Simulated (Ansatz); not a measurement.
`FC(F)=CCl` + `FCF` → `FC(F)=CC(F)F` + HCl  (formal exchange of groups at a C–Cl bond)

Isolated molecules relaxed with PBE0-D4/def2-TZVP in Ansatz; ΔE leaves out vibrations. CBS: MP2 limit from def2 TZ/QZ plus the TZ coupled-cluster correction, frozen cores. This one scheme is used for every species. DFT in def2-TZVPP. Each species was taken in one conformer, which may not be the lowest.

`FC(F)=CCl`:

```xyz
6

F    -0.045   -0.311    1.781
C     0.081   -0.444    0.482
F     0.418   -1.665    0.166
C    -0.115    0.547   -0.368
Cl    0.054    0.349   -2.055
H    -0.393    1.524   -0.006
```

`FCF`:

Z-matrix (Å, degrees):
```
C
F 1 1.351
F 1 1.351 2 108.6
H 1 1.093 2 108.8 3 118.2
H 1 1.094 2 108.8 3 -118.2
```

`FC(F)=CC(F)F`:

Z-matrix (Å, degrees):
```
C
C 1 1.480
F 1 1.360 2 110.1
F 1 1.360 2 110.1 3 -117.1
H 1 1.093 2 113.6 3 121.5
C 2 1.319 1 122.4 3 -121.4
H 2 1.081 1 118.7 3 58.6
F 6 1.307 2 124.5 1 -180.0
F 6 1.310 2 125.4 1 0.0
```

HCl:

```xyz
2

Cl   -0.129    0.577   -0.243
H     0.129   -0.577    0.243
```

```tsv
species	BHLYP energy (Eh)
`FC(F)=CCl`	-736.67088
`FCF`	-238.99543
`FC(F)=CC(F)F`	-514.87082
HCl	-460.81707
```

Work out ΔE.

ΔE = (-514.87082) + (-460.81707) − (-736.67088) − (-238.99543) = -0.02158 Eh = -0.59 eV. CCSD(T)/CBS gives -0.61 eV.

Largest T1 diagnostic among the species: 0.012.

Leaving LDA and LC-ωPBE aside and taking each functional with its dispersion term where it has one, the values, not all of them listed here, spread over 0.11 eV, from B97M-V to BLYP-D4. LDA lies −0.11 eV from PBE without D4. From BLYP to BHLYP (50 % exact exchange), in def2-TZVPP and without D4, ΔE moves by −0.08 eV. At CCSD(T), def2-SVP lies −0.09 eV from the extrapolated value and def2-TZVPP −0.02 eV.
